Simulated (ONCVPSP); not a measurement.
**Scattering properties, ONCV potential for Cl**

```json
{
 "Element": "chlorine (Cl)",
 "Generator": "ONCVPSP 4.0.1",
 "Type": "optimised norm-conserving Vanderbilt (ONCV)",
 "Functional": "revPBE",
 "Relativity": "scalar-relativistic",
 "Frozen core": "[He]",
 "Valence charge": "15",
 "Reference configuration": "2s2 2p6 3s2 3p5",
 "Partial waves": "2s+3s: rc 0.75 bohr, ncon 5, nbas 10, qcut 17.2 1/bohr, 2 projectors; 2p+3p: rc 0.60 bohr, ncon 4, nbas 7, qcut 23.1 1/bohr, 2 projectors",
 "Local potential": "polynomial inside 0.50 bohr (lpopt 2, dvloc0 -1 Ha)",
 "Core correction": "polynomial model core, fcfact 0.45"
}
```

The phase is arctan(r·R′/R) of the radial function R(r), unwrapped; energies in Ha, scanned from -11 to 5 Ha. A pole is an energy at which the radial function vanishes at the test radius. The pseudo phase is shifted by a multiple of π to meet the all-electron one at the reference energy, and phase errors are pseudo minus all-electron; the curves can meet again beyond the range given. Levels narrower than the energy grid can be missing from the lists of poles.

| channel | radius (bohr) | reference energy (Ha) | poles, all-electron | poles, pseudo | unbroken range about the reference energy with phases within 0.05 rad | phase error 1 Ha above the reference energy (rad) |
| --- | --- | --- | --- | --- | --- | --- |
| s | 0.76 | -0.76 | -7.51 | -7.52 | the whole range | +0.000 |
| p | 0.61 | -0.31 | -3.18 | -3.18 | the whole range | +0.000 |

Phases in the s channel:

```json
{"E (Ha)": "-10.96", "all-electron": "-0.476", "pseudo": "-0.477"}
{"E (Ha)": "-10.52", "all-electron": "-0.786", "pseudo": "-0.786"}
{"E (Ha)": "-10.08", "all-electron": "-1.021", "pseudo": "-1.021"}
{"E (Ha)": "-9.64", "all-electron": "-1.190", "pseudo": "-1.190"}
{"E (Ha)": "-9.20", "all-electron": "-1.312", "pseudo": "-1.312"}
{"E (Ha)": "-8.76", "all-electron": "-1.403", "pseudo": "-1.404"}
{"E (Ha)": "-8.32", "all-electron": "-1.474", "pseudo": "-1.475"}
{"E (Ha)": "-7.88", "all-electron": "-1.531", "pseudo": "-1.531"}
{"E (Ha)": "-7.44", "all-electron": "-1.578", "pseudo": "-1.579"}
{"E (Ha)": "-7.00", "all-electron": "-1.618", "pseudo": "-1.619"}
{"E (Ha)": "-6.56", "all-electron": "-1.653", "pseudo": "-1.654"}
{"E (Ha)": "-6.12", "all-electron": "-1.685", "pseudo": "-1.685"}
{"E (Ha)": "-5.68", "all-electron": "-1.714", "pseudo": "-1.714"}
{"E (Ha)": "-5.24", "all-electron": "-1.741", "pseudo": "-1.742"}
{"E (Ha)": "-4.80", "all-electron": "-1.767", "pseudo": "-1.768"}
{"E (Ha)": "-4.36", "all-electron": "-1.792", "pseudo": "-1.793"}
{"E (Ha)": "-3.92", "all-electron": "-1.817", "pseudo": "-1.818"}
{"E (Ha)": "-3.48", "all-electron": "-1.842", "pseudo": "-1.843"}
{"E (Ha)": "-3.04", "all-electron": "-1.868", "pseudo": "-1.869"}
{"E (Ha)": "-2.60", "all-electron": "-1.894", "pseudo": "-1.895"}
{"E (Ha)": "-2.16", "all-electron": "-1.922", "pseudo": "-1.923"}
{"E (Ha)": "-1.72", "all-electron": "-1.952", "pseudo": "-1.952"}
{"E (Ha)": "-1.28", "all-electron": "-1.983", "pseudo": "-1.984"}
{"E (Ha)": "-0.84", "all-electron": "-2.017", "pseudo": "-2.018"}
{"E (Ha)": "-0.40", "all-electron": "-2.055", "pseudo": "-2.055"}
{"E (Ha)": "0.04", "all-electron": "-2.097", "pseudo": "-2.097"}
{"E (Ha)": "0.48", "all-electron": "-2.143", "pseudo": "-2.143"}
{"E (Ha)": "0.92", "all-electron": "-2.196", "pseudo": "-2.196"}
{"E (Ha)": "1.36", "all-electron": "-2.256", "pseudo": "-2.256"}
{"E (Ha)": "1.80", "all-electron": "-2.325", "pseudo": "-2.325"}
{"E (Ha)": "2.24", "all-electron": "-2.404", "pseudo": "-2.405"}
{"E (Ha)": "2.68", "all-electron": "-2.496", "pseudo": "-2.499"}
{"E (Ha)": "3.12", "all-electron": "-2.602", "pseudo": "-2.607"}
{"E (Ha)": "3.56", "all-electron": "-2.723", "pseudo": "-2.732"}
{"E (Ha)": "4.00", "all-electron": "-2.859", "pseudo": "-2.874"}
{"E (Ha)": "4.44", "all-electron": "-3.008", "pseudo": "-3.029"}
{"E (Ha)": "4.88", "all-electron": "-3.164", "pseudo": "-3.193"}
```
